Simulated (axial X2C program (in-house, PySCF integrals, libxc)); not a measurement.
**How the levels of IVI⁺ (d2 s0 p(π)0 orbitals) move with the bond length**

Calculated with an axial X2C code built on PySCF integrals: two-component X2C with atomic mean-field Coulomb and Gaunt terms, basis I dyall-v3z, V dyall-v3z (cores contracted in-house). Orbitals come from Hartree–Fock averaged over the configuration V d2 s0 p(π)0; CI then distributes these electrons over the d, s, p(π) shells of V. The speed of light was multiplied by 2, so these are model numbers.

At I–V–I held linear, both bonds 2.527 Å:

| Ω | energy (cm⁻¹) | g∥ | configuration |
| --- | --- | --- | --- |
| 2 | 0 | 2.00 | 100% d2 |
| 3 | 253 | 6.00 | 100% d2 |
| 4 | 510 | 10.00 | 100% d2 |
| 0 | 835 | 0.00 | 100% d2 |
| 1 | 838 | 4.00 | 100% d2 |
| 1 | 1883 | 0.00 | 100% d2 |
| 2 | 1894 | 4.00 | 100% d2 |
| 3 | 1905 | 8.00 | 100% d2 |
| 2 | 3014 | 6.00 | 100% d2 |
| 1 | 3150 | 2.00 | 100% d2 |
| 0 | 3289 | 0.00 | 100% d2 |
| 0 | 3291 | 0.00 | 100% d2 |
| 0 | 9812 | 0.00 | 100% d2 |
| 4 | 10872 | 8.00 | 100% d2 |

g∥ is the magnitude of 2⟨Lz + ge Sz⟩ for the +Ω component. The lowest 14 levels at most are listed.

At I–V–I held linear, both bonds 2.729 Å:

```csv
Ω,energy (cm⁻¹),g∥,configuration
2,0,2.00,100% d2
3,234,6.00,100% d2
4,471,10.00,100% d2
0,1346,0.00,100% d2
1,1349,4.00,100% d2
1,2737,0.00,100% d2
2,2749,4.01,100% d2
3,2762,8.00,100% d2
2,2986,6.00,100% d2
1,3103,2.00,100% d2
0,3219,0.00,100% d2
0,3223,0.00,100% d2
0,10683,0.00,100% d2
4,12191,8.00,100% d2
```

The lowest level lies 3785 cm⁻¹ above the lowest at the first distance.

Question: How does the gap from the lowest to the fifth level change between the two distances?

Answer: From 838 to 1349 cm⁻¹, a factor of 1.61.

There is no dynamic correlation: spin–orbit spacings and, for f shells, spacings inside one term are the most reliable numbers, splittings between terms come out too wide, and energies between configurations are not reliable, so the lowest level need not be the ground state of the molecule. For d shells the ligand-field splittings (σ, π, δ) and their order can be off by a thousand cm⁻¹ or more. At most 6 roots were kept for each Ω > 0 (twice that for Ω = 0) within 3.2 eV of the lowest, so higher up levels can be missing between those listed; levels with Ω > 0 are doubly degenerate and listed once, Ω = 0 levels singly. Some active spinors are only partly of the character that their shell is named for, so the shell names and counts are nominal. States that fill the shells left empty in the average are placed too high. The molecule was held linear; bending was not examined.
